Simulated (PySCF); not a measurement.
## Assignment exercise: C$_{3}$H$_{6}$F$_{2}$O$_{3}$Si

Bonds (- single, = double, # triple, : aromatic): F1-C2 1.334 Å, C2-F3 1.356 Å, C2-O4 1.363 Å, O4-C5 1.384 Å, C5-O6 1.395 Å, O6-C7 1.398 Å, C7-O8 1.332 Å, O8-Si9 1.649 Å, C7-C5 1.472 Å. C2 carries H10; C5 carries H11; C7 carries H12; Si9 carries H13, H14, H15. Stereochemistry as in FC(F)O[C@@H]1O[C@@H]1O[SiH3].

- geometry from GFN2-xTB
- shielding tensors at PBE0/pcSseg-1 (GIAO)
- program: PySCF
- no solvent model, non-relativistic Hamiltonian, one conformer, equivalent nuclei averaged

References, each an isolated molecule treated in the same way: ¹³C and ¹H against TMS.

Q: Assign these signals to the numbered atoms. ¹³C{¹H} NMR (computed): δ 124.2, 76.0, 75.2.

A: 
| δ (ppm) | atoms | environment | reason |
| --- | --- | --- | --- |
| 124.2 | C2 | sp3 CH bonded to 2 F and O | 3 electronegative neighbours deshield it |
| 76.0 | C5 | epoxide ring carbon | 2 electronegative neighbours deshield it |
| 75.2 | C7 | epoxide ring carbon | – |

C5 and C7 lie closer than the usual error of such a calculation, so a measured spectrum could show them in the other order.

Q: Assign these signals to the numbered atoms. ¹H NMR (500 MHz, computed): δ 6.71 (m, 1H), 4.95 (s, 3H), 4.56 (m, 1H), 4.41 (m, 1H).

A: 
6.71 → H10, hydrogen on an sp3 CH bonded to 2 F and O: its carbon carries F and O, an electronegative neighbour
4.95 → H13/H14/H15, hydrogen on a silicon bonded to O
4.56 → H12, hydrogen on an epoxide ring carbon: its carbon carries O, an electronegative neighbour
4.41 → H11, hydrogen on an epoxide ring carbon

Splittings by ¹⁹F in the carbon and heteronuclear signals aren't shown, as no couplings were computed. Shifts are as computed. Against solution values, carbons near 30 ppm lie about +3 ppm off and those near 130 ppm about +5 ppm. Of 1211 compounds with measured shifts, 218 miss one by over three times the rms of a fit or turn the order of signals round; such compounds aren't used in these exercises. No couplings were computed; multiplicities are counted from neighbouring protons, with m where these are inequivalent, close in shift, in a saturated or five-membered ring or joined by F or P, and br s for small geminal =CH2 splittings.
